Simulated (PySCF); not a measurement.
# Nuclear quadrupole coupling in `CSc1nnsc1C=O`

Compound: C4H4N2OS2.
Atom-mapped SMILES: `[CH3:1][S:2][c:3]1[n:4][n:5][s:6][c:7]1[CH:8]=[O:9]` (hydrogens: H10, H11, H12 on C1; H13 on C8)

Cartesian coordinates in Å at the GFN2-xTB level; atoms count from 1:
```
atom  x, y, z in Å
C1     2.530   -0.003    0.083
S2     1.046   -1.049    0.099
C3    -0.170    0.174   -0.020
N4     0.156    1.477   -0.095
N5    -0.835    2.255   -0.178
S6    -2.294    1.512   -0.176
C7    -1.552   -0.044   -0.050
C8    -2.267   -1.294    0.010
O9    -3.466   -1.415   -0.024
H10    2.499    0.671    0.932
H11    3.378   -0.676    0.154
H12    2.559    0.558   -0.845
H13   -1.587   -2.165    0.091
```

Field gradients from the PBE0/pcSseg-1 density (PySCF, non-relativistic), principal values in atomic units, ordered |Vxx| ≤ |Vyy| ≤ |Vzz|:

```json
{"atom": "S2", "Vxx": "0.2345", "Vyy": "2.4217", "Vzz": "-2.6562"}
{"atom": "N4", "Vxx": "0.5088", "Vyy": "0.5988", "Vzz": "-1.1076"}
{"atom": "N5", "Vxx": "0.4541", "Vyy": "0.6553", "Vzz": "-1.1094"}
{"atom": "S6", "Vxx": "-0.6842", "Vyy": "-1.2969", "Vzz": "1.9812"}
{"atom": "O9", "Vxx": "0.5323", "Vyy": "1.4932", "Vzz": "-2.0255"}
```

Q: Find the asymmetry η = (Vxx − Vyy)/Vzz and the couplings χ = eQV/h (234.96 MHz × Q in barn × V in au), with Q(33S) = −0.0678 b, Q(14N) = 0.02044 b, Q(17O) = −0.0256 b.

A: 
```json
{"atom": "S2", "environment": "sulfide sulfur", "nucleus": "33S", "η": "0.82", "χzz (MHz)": "42.32", "χxx (MHz)": "-3.74", "χyy (MHz)": "-38.58"}
{"atom": "N4", "environment": "pyridine-type nitrogen", "nucleus": "14N", "η": "0.08", "χzz (MHz)": "-5.32", "χxx (MHz)": "2.44", "χyy (MHz)": "2.88"}
{"atom": "N5", "environment": "pyridine-type nitrogen", "nucleus": "14N", "η": "0.18", "χzz (MHz)": "-5.33", "χxx (MHz)": "2.18", "χyy (MHz)": "3.15"}
{"atom": "S6", "environment": "ring sulfur", "nucleus": "33S", "η": "0.31", "χzz (MHz)": "-31.56", "χxx (MHz)": "10.90", "χyy (MHz)": "20.66"}
{"atom": "O9", "environment": "aldehyde oxygen", "nucleus": "17O", "η": "0.47", "χzz (MHz)": "12.18", "χxx (MHz)": "-3.20", "χyy (MHz)": "-8.98"}
```

Q: What is Vzz at N4 in SI units (1 au = 9.71736 × 10²¹ V/m²)?

A: -1.1076 au = -10.763 × 10²¹ V/m².

Q: What couplings would deuterons (Q(2H) = 0.00286 b) have in place of the hydrogens, at this geometry?

A: 
```
atom  bonded to  bond length (Å)  Vzz (au)     η  χzz (kHz)
 H10         C1            1.085    0.3126  0.06        210
 H11         C1            1.085    0.3147  0.06        212
 H12         C1            1.085    0.3126  0.06        210
 H13         C8            1.108    0.2644  0.06        178
```

Geometry: GFN2-xTB, one conformer, isolated molecule. GFN2-xTB bond lengths can be off by several hundredths of an ångström, more for odd bonds, and the gradients follow them. With a basis this small, the couplings can be 20 % off.
